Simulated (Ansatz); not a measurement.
Reaction (isomerisation): `N[SiH2][SiH2]CO` → `OC([SiH3])N[SiH3]`

Calculated with Ansatz (gas phase, PBE0-D4/def2-TZVP geometries, no zero-point term in ΔE). CBS: MP2 limit from def2 TZ/QZ plus the TZ coupled-cluster correction, frozen cores. DFT in def2-TZVPP. Each species was taken in one conformer, which may not be the lowest.

```csv
level,ΔE (eV)
PBE-D4,0.49
ωB97X-V,0.35
B2PLYP,0.36
PBE,0.51
```

(1) What does CCSD(T)/CBS give? (Estimate.)

Largest T1 diagnostic among the species: 0.012.

Results:

(1) Ansatz gave: +0.38 eV. The listed levels differ from it by 0.11, -0.03, -0.02, 0.13 eV.

The D4 term adds −0.04 eV with B3LYP and −0.02 eV with PBE0; it sums over pairs of atoms, weighted by their polarisabilities, and B3LYP, whose exchange is more repulsive, gets the larger term. In def2-TZVPP, CCSD(T) changes the Hartree–Fock value by +0.07 eV (the triples alone add −0.00 eV) and MP2 by +0.03 eV.

B3LYP here is the variant with VWN-RPA as its local correlation; programs differ in this.
